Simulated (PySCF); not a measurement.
# C₆ coefficients of unlike pairs at B97-3

Calculated with PySCF 2.14 from the dipole response of each species, C₆(A,B) = (3/π) ∫ α_A(iu) α_B(iu) du, in atomic units, from isotropic polarisabilities. For ions this is the dispersion term alone; charge-induced terms of lower order in 1/R come first.

| species | configuration | basis | relativity | α (bohr³) | C₆ (like pair) |
| --- | --- | --- | --- | --- | --- |
| N | [He] 2s2 2p3 (4S) | aug-cc-pVTZ with one added diffuse shell each of s, p, d, f type (6s5p4d3f) | none | 7.691 | 25.94 |
| I⁻ | [Xe] (1S) | aug-cc-pwCVTZ-DK3 with one added diffuse shell each of s, p, d, f type (11s10p8d5f1g) | spin-free X2C | 72.80 | 1022 |
| Tc³⁺ | [Kr] 4d4 (5D) | aug-cc-pVTZ-DK (9s8p6d3f2g) | spin-free X2C | 5.363 | 24.30 |
| Tl⁺ | [Xe] 4f14 5d10 6s2 (1S) | aug-cc-pwCVTZ-DK3 with one added diffuse shell each of s, d, f type (12s10p9d6f1g) | spin-free X2C | 20.75 | 166.2 |

Task: Estimate C₆ for Tc³⁺ with I⁻.

Result: The integral gives 130.7. The combination rule 2 C_A C_B / (C_A α_B/α_A + C_B α_A/α_B) gives 122.6 and the geometric mean 157.6.

No spin-orbit coupling is included.

The other pairs:

| pair | C₆ |
| --- | --- |
| Tc³⁺, N | 23.98 |
| Tl⁺, Tc³⁺ | 60.85 |
| I⁻, N | 154.0 |
| Tl⁺, I⁻ | 392.7 |
| Tl⁺, N | 65.47 |
